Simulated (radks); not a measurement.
Results of a calculation; reference values are marked as such.
Tc V, configuration [Kr] 4d3. Level of theory: Dirac Kohn-Sham, PW91, spin-unpolarised, spherical densities, point nucleus; open shells fill j = l - 1/2 first (a radial shooting solver on a logarithmic mesh with Libxc functionals). Some entries of the table are withheld. Estimate them.

orbital  occ.  eigenvalue (eV)  <r^2> (bohr^2)  r(max) (bohr)
1s1/2       2        -20908.70        0.001586        0.02228
2s1/2       2        -3023.465         0.02632         0.1263
2p1/2       2        -2791.971         0.01983        0.09813
2p3/2       4        -2673.663         0.02118         0.1020
3s1/2       2        -565.6356          0.1975         0.3724
3p1/2       2        -476.6759          0.1947         0.3593
3p3/2       4        -456.8748          0.2047         0.3688
3d3/2       4        -299.4728          0.1889            (1)
3d5/2       6        -295.6641          0.1921            (2)
4s1/2       2        -119.1130           1.230         0.9449
4p1/2       2         -92.6301           1.438         0.9981
4p3/2       4         -89.5167           1.506          1.021
4d3/2       3         -49.3463             (3)          1.200
4d5/2       0         -48.9580             (4)          1.209
5s1/2       0         -38.1509           6.692          2.275
5p1/2       0         -31.2384           8.350          2.562
5p3/2       0         -30.6716           8.625          2.614
4f5/2       0         -18.4993           9.743            (5)
4f7/2       0         -18.4941           9.752            (6)

Answer. 
(1) 3d3/2 r(max) (bohr): 0.3096
(2) 3d5/2 r(max) (bohr): 0.3124
(3) 4d3/2 <r^2> (bohr^2): 2.400
(4) 4d5/2 <r^2> (bohr^2): 2.434
(5) 4f5/2 r(max) (bohr): 2.584
(6) 4f7/2 r(max) (bohr): 2.586
